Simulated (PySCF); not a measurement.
Cl2Hf, SMILES [Cl][Hf][Cl], multiplicity 1.

The structure is a stationary point at B3LYP-D3(BJ)/def2-TZVP. The spin state was assumed, not searched. The def2 effective core potentials stand for the cores of Hf; spin–orbit coupling is left out.

Calculation: TDA-PBE/def2-SVPD (PySCF 2.14.0).

Vertical excitations; the highest root listed may be one member of a degenerate set. Isolated molecule, no solvent. State labels are in the subgroup D2h.

Computed excitation energies, oscillator strengths and character:
| state | symmetry | energy (eV) | λ (nm) | f | main pairs |
|---|---|---|---|---|---|
| S1 | Ag | 1.65 | 753 | 0.000 | HOMO→LUMO+1 (degenerate set) |
| S2 | B1g | 1.65 | 753 | 0.000 | HOMO→LUMO (degenerate set) |
| S3 | B3g | 2.07 | 600 | 0.000 | HOMO→LUMO+3 (degenerate set) |
| S4 | B2g | 2.07 | 600 | 0.000 | HOMO→LUMO+2 (degenerate set) |
| S5 | B2u | 4.12 | 301 | 0.000 | HOMO−2→LUMO+1, HOMO−1→LUMO (degenerate set) |
| S6 | B3u | 4.12 | 301 | 0.000 | HOMO−1→LUMO+1, HOMO−2→LUMO (degenerate set) |
| S7 | B3u | 4.14 | 300 | 0.001 | HOMO−2→LUMO, HOMO−1→LUMO+1 (degenerate set) |
| S8 | B2u | 4.14 | 300 | 0.001 | HOMO−1→LUMO, HOMO−2→LUMO+1 (degenerate set) |
| S9 | B1u | 4.27 | 291 | 0.000 | HOMO−3→LUMO+1 (degenerate set) |
| S10 | Au | 4.27 | 291 | 0.000 | HOMO−3→LUMO (degenerate set) |
| T1 | Ag | 0.13 | 9628 | 0 | HOMO→LUMO+1 (degenerate set) |
| T2 | B1g | 0.13 | 9619 | 0 | HOMO→LUMO (degenerate set) |
| T3 | B3g | 1.69 | 732 | 0 | HOMO→LUMO+3 (degenerate set) |
| T4 | B2g | 1.69 | 732 | 0 | HOMO→LUMO+2 (degenerate set) |
Triplets are in the Tamm–Dancoff approximation.
